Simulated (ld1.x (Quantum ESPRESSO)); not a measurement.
# What one change does to a pseudopotential (Pt (Z = 78), ultrasoft)

ld1.x (Quantum ESPRESSO) 7.5 input, shortened:

```
&input
   title='Pt', zed=78., rel=1, dft='PBESOL', iswitch=3,
   config='[Xe] 4f14 5d10 6s0 6p0'
 /
 &inputp
   pseudotype=3, tm=.true., lloc=-2, rcloc=2.00,
   nlcc=.true., new_core_ps=.true.,
   which_augfun='PSQ', rmatch_augfun_nc=.true.
 /
6
6S  1  0   0.00   0.00  1.80  2.50  0.0
6S  1  0   0.00   0.20  1.80  2.50  0.0
6P  2  1   0.00   0.00  2.55  2.85  0.0
6P  2  1   0.00   2.65  2.55  2.85  0.0
5D  3  2  10.00   0.00  2.45  2.65  0.0
5D  3  2   0.00   3.25  2.45  2.65  0.0
 &test
   configts(1)='5d10 6s0 6p0'
 /
```

All-electron outer shells of the reference configuration (PBEsol, scalar-relativistic, ld1.x):

```tsv
shell	level (eV)	outermost node (bohr)	outermost maximum (bohr)
4f	-67.64	–	0.38
5p	-53.75	0.53	0.98
6s	-4.91	1.15	2.44
5d	-4.48	0.57	1.28
6p	-0.48	1.37	3.93
```

Change: waves 5d (bound): rcut 2.45, rcutus 3.94 bohr; 5d channel at 3.25 Ry: rcut 2.45, rcutus 3.94 bohr.

Cutoffs: the cutoffs (Ry, on a coarse ladder) from which the occupation-weighted sum of valence levels, in a spherical-Bessel basis at the reference potential, stays within 10 and 1 mRy of its value at 400 Ry; they do not see the model core or the augmentation charge, which bear on the density cutoff. Errors are all-electron minus pseudo energies relative to the spin-unpolarised reference configuration.

Problem. What does the change do?

Solution. The potential gets softer (15 Ry and 25 Ry → 6 Ry and 10 Ry); the number of tests with a reliable result goes from 7 to 0 (the test run of the changed file stopped, so its transferability is not established); neither file shows a bound ghost. A larger radius leaves more room for a smooth pseudo-wave, so fewer plane waves are needed.

```
                            quantity                    base                        changed
                       cutoff, loose                   15 Ry                           6 Ry
                       cutoff, tight                   25 Ry                          10 Ry
                        bound ghosts                    none                           none
        tests with a reliable result                  7 of 7  0 of 7 (the test run stopped)
lowest overlap eigenvalue by channel  s 0.38, p 0.59, d 0.78         s 0.38, p 0.59, d 1.00
```
